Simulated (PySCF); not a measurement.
C2H4F2, SMILES CC(F)F (connectivity only; charge and spin as stated), charge +1, multiplicity 2. Atoms are numbered in the order given.

```xyz
8

C     -1.4949     0.1005     0.0000
C      0.1858    -0.3178     0.0000
F      0.7229     0.1217    -1.0726
F      0.7229     0.1217     1.0726
H     -1.3451     1.1945     0.0000
H     -1.8928    -0.3276    -0.9283
H     -1.8928    -0.3276     0.9283
H     -0.0278    -1.4253     0.0000
```
Charge +1, spin multiplicity 2.

Geometry: PBE0-D3(BJ)/def2-SVP. The multiplicity is an assumed one; other spin states were not compared.

All values below come from PBE/pcH-1 (PySCF).

Unrestricted Kohn–Sham, ⟨S²⟩ = 0.751. Hyperfine tensors hold the contact and dipolar terms, without spin-orbit corrections.

Computed hyperfine couplings:
```json
[
 {"nucleus": "13C no. 1", "A(iso) (MHz)": "33.1", "A(iso) (G)": "11.8", "dipolar principal values (MHz)": "-39.2, -38.7, 77.9"},
 {"nucleus": "13C no. 2", "A(iso) (MHz)": "-28.3", "A(iso) (G)": "-10.1", "dipolar principal values (MHz)": "-31.4, -29.7, 61.1"},
 {"nucleus": "19F no. 3", "A(iso) (MHz)": "42.3", "A(iso) (G)": "15.1", "dipolar principal values (MHz)": "-292.9, -286.3, 579.2"},
 {"nucleus": "19F no. 4", "A(iso) (MHz)": "42.3", "A(iso) (G)": "15.1", "dipolar principal values (MHz)": "-292.9, -286.3, 579.2"},
 {"nucleus": "1H no. 5", "A(iso) (MHz)": "64.6", "A(iso) (G)": "23.1", "dipolar principal values (MHz)": "-19.1, -2.7, 21.9"},
 {"nucleus": "1H no. 6", "A(iso) (MHz)": "-15.1", "A(iso) (G)": "-5.4", "dipolar principal values (MHz)": "-17.8, -2.4, 20.3"},
 {"nucleus": "1H no. 7", "A(iso) (MHz)": "-15.1", "A(iso) (G)": "-5.4", "dipolar principal values (MHz)": "-17.8, -2.4, 20.3"},
 {"nucleus": "1H no. 8", "A(iso) (MHz)": "319.4", "A(iso) (G)": "114.0", "dipolar principal values (MHz)": "-16.8, -10.9, 27.7"}
]
```

And the g tensor (effective nuclear charges for spin-orbit coupling, GIAO)? (The exact figures need the calculation; the answer reports its results.)

principal values 2.0021, 2.0082, 2.0117; isotropic 2.0073.
